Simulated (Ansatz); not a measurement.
## Worked example: SiHI3 + C2H3FI2 → SiI4 + C2H4FI

Species: SiHI3 (triiodosilane) `I[SiH](I)I`, singlet; C2H3FI2 `FC(I)CI`, singlet; SiI4 `I[Si](I)(I)I`, singlet; C2H4FI (1-fluoro-2-iodoethane) `FCCI`, singlet. The partners trade H for I: Si–H and C–I bonds give way to Si–I and C–H.

Shapes, held fixed at every level: PBE0-D4/def2-TZVP. Flexible molecules stand in one conformer, not always the lowest. Programs: Ansatz 0.2.0. The zero-point and thermal change to 298 K, harmonic and unscaled (PBE0-D4/def2-TZVP), is +9.6 kJ/mol.

At CCSD(T)/def2-TZVPP; 1 Eh = 2625.50 kJ/mol:

```
species   energy (Eh)
  SiHI3  -1181.193004
C2H3FI2   -771.888717
   SiI4  -1477.777190
 C2H4FI   -475.349973
```

Q: Work out ΔH(298 K) of the reaction at this level.

A: 
1. Products less reactants: (-1477.777190) + (-475.349973) − [(-1181.193004) + (-771.888717)] = -0.045442 Eh = -119.3 kJ/mol.
2. With the thermal change: -119.3 + (+9.6) = -109.7 kJ/mol.

Other levels give -122.2 (MP2/def2-TZVPP) to -108.4 kJ/mol (CCSD(T)/def2-SVP). No measured value is set beside it here. For atoms past krypton def2 sets carry core potentials with scalar relativity. Correlated rows may include outer-core shells of I, which these sets cover unevenly.
